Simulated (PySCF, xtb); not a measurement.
H3O3Si, SMILES O[Si](O)O, multiplicity 2. One conformer was computed; it need not be the lowest.

Harmonic wavenumbers (cm⁻¹) from GFN2-xTB run with xtb at its own minimum, in rising order: 113, 210, 227, 297, 307, 337, 771, 790, 814, 825, 899, 931, 3538, 3681, 3692.

Q: What does PBE-D3(BJ)/def2-SVP (PySCF) give at its own minimum? (The exact figures need the calculation; the answer reports its results.)

A: 151, 152, 273, 294, 294, 366, 749, 769, 769, 804, 904, 904, 3747, 3747, 3749. Paired by order, the mean absolute difference is 44 cm⁻¹ and the zero-point energies are 24.9 and 25.3 kcal/mol.
